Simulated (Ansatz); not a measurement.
Species: C8H7FSSi, SMILES `Fc1ccc([SiH3])c2ccsc12` (charge 0, multiplicity 1).

### Question
Give a relaxed geometry from PBE-D3(BJ)/def2-SVP (Ansatz, an electronic-structure program).

### Answer
the end point of this relaxation (outside a Z-matrix the atoms follow the SMILES, hydrogens last).
Bond lengths (Å): F1–C2 1.344, C2–C3 1.393, C2–C11 1.404, C3–C4 1.413, C3–H12 1.099, C4–C5 1.405, C4–H13 1.101, C5–Si6 1.884, C5–C7 1.427, Si6–H14 1.507, Si6–H15 1.507, Si6–H16 1.504, C7–C8 1.443, C7–C11 1.428, C8–C9 1.373, C8–H17 1.099, C9–S10 1.746, C9–H18 1.097, S10–C11 1.746. Angles (°): F1–C2–C3 120.7, F1–C2–C11 119.4, C3–C2–C11 119.9, C2–C3–C4 119.6, C2–C3–H12 118.9, C4–C3–H12 121.5, C3–C4–C5 122.3, C3–C4–H13 118.1, C5–C4–H13 119.6, C4–C5–Si6 120.8, C4–C5–C7 117.7, Si6–C5–C7 121.5, C5–Si6–H14 111.2, C5–Si6–H15 111.2, C5–Si6–H16 108.6, H14–Si6–H15 107.4, H14–Si6–H16 109.2, H15–Si6–H16 109.2, C5–C7–C8 129.6, C5–C7–C11 119.8, C8–C7–C11 110.5, C7–C8–C9 112.9, C7–C8–H17 124.0, C9–C8–H17 123.1, C8–C9–S10 113.5, C8–C9–H18 127.6, S10–C9–H18 118.9, C9–S10–C11 90.5, C2–C11–C7 120.6, C2–C11–S10 126.9, C7–C11–S10 112.5.
